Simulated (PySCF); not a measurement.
# 29Si chemical shifts

[PySCF 2.14.0 with density-fitted response routines: shieldings: GIAO PBE0/pcSseg-1; geometry from GFN2-xTB; no solvent model; one conformer; one averaged value for each set of equivalent atoms; relativity neglected]

Shieldings were converted by a linear fit to measured shifts: 29Si (scatter 8.9 ppm rms, 25.8 ppm with the 6 outliers that the fit left out vs TMS, solution or neat liquid). A few per cent of atoms miss by over 2 rms, more outside the fitted compound classes.

Give the 29Si shifts of `F[SiH2]C(F)(F)OC([SiH3])[SiH3]`, `CC(=S)C1=C[SiH2]SC=CC1`, `C=CC(=O)[SiH](F)F`, `C#C[Si@](F)(C#CC)O[SiH3]`, `C#C[SiH2]/C(=C/SC)C(C)=S`.

Answers


```
                                                     compound                                        environment  δ (ppm)
[F:1][SiH2:2][C:3]([F:4])([F:5])[O:6][CH:7]([SiH3:8])[SiH3:9]                   Si2: silicon bonded to C, F, 2 H    -18.0
[F:1][SiH2:2][C:3]([F:4])([F:5])[O:6][CH:7]([SiH3:8])[SiH3:9]               Si8/9: silicon bonded to C, 3 H (×2)    -62.5
                                       CC(=S)C1=C[SiH2]SC=CC1  silicon bonded to C, S, 2 H, in a 7-membered ring    -45.6
                                            C=CC(=O)[SiH](F)F                        silicon bonded to C, 2 F, H    -42.4
  [CH:1]#[C:2][Si@:3]([F:4])([C:5]#[C:6][CH3:7])[O:8][SiH3:9]                      Si9: silicon bonded to O, 3 H    -42.6
  [CH:1]#[C:2][Si@:3]([F:4])([C:5]#[C:6][CH3:7])[O:8][SiH3:9]                   Si3: silicon bonded to 2 C, F, O    -75.5
                                     C#C[SiH2]/C(=C/SC)C(C)=S                         silicon bonded to 2 C, 2 H    -82.1
```
